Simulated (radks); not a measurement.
Species: Tm. Configuration: [Xe] 4f13 6s2 (the NIST ground configuration).

Method: scalar-relativistic Kohn-Sham, PBE, spin-unpolarised, spherical densities, point nucleus; computed with a radial shooting solver on a logarithmic mesh with Libxc functionals.

Energy parts (eV):
| part | energy |
|---|---|
| total | -369189.65 |
| kinetic | 401341.79 |
| electron-nucleus | -907481.70 |
| Hartree | 144709.18 |
| exchange-correlation | -7758.92 |

Orbitals (lengths in bohr, moments of r in powers of bohr; r(max) is where P^2 peaks; r(90%) holds 90 % of the orbital's charge):
| orbital | occ. | eigenvalue (eV) | <1/r> | r(90%) | r(max) |
|---|---|---|---|---|---|
| 1s | 2 | -59291.87 | 79.11 | 0.0363 | 0.01261 |
| 2s | 2 | -10003.35 | 18.43 | 0.131 | 0.07188 |
| 2p | 6 | -8831.449 | 16.97 | 0.123 | 0.05854 |
| 3s | 2 | -2248.202 | 6.802 | 0.324 | 0.2032 |
| 3p | 6 | -1893.405 | 6.342 | 0.329 | 0.2002 |
| 3d | 10 | -1455.715 | 6.009 | 0.311 | 0.1633 |
| 4s | 2 | -442.8675 | 2.873 | 0.715 | 0.4643 |
| 4p | 6 | -326.3117 | 2.625 | 0.769 | 0.4856 |
| 4d | 10 | -171.6107 | 2.318 | 0.860 | 0.5011 |
| 5s | 2 | -53.3789 | 1.077 | 1.78 | 1.091 |
| 5p | 6 | -26.9043 | 0.8857 | 2.18 | 1.254 |
| 6s | 2 | -3.8757 | 0.3153 | 5.93 | 3.328 |
| 4f | 13 | -3.0953 | 1.686 | 1.42 | 0.4959 |

The highest occupied level is 4f at -3.095 eV. The density falls to 0.001 e/bohr^3 at r = 5.07 bohr. Summed over all electrons, <r^2> = 73.72 bohr^2, which gives a Langevin (diamagnetic) susceptibility term of -58.4 x 10^-6 cm^3/mol. For comparison, the ionisation energy in NIST's Atomic Spectra Database is 6.184 eV (measured). In exact Kohn-Sham theory the highest level is minus the ionisation energy, but local and semilocal functionals leave it too shallow, through self-interaction and a potential that decays too fast; potentials with the right tail come closer.

Beside tabulated values, note that spin-unpolarised runs miss the spin-polarisation part of the exchange energy of open shells.
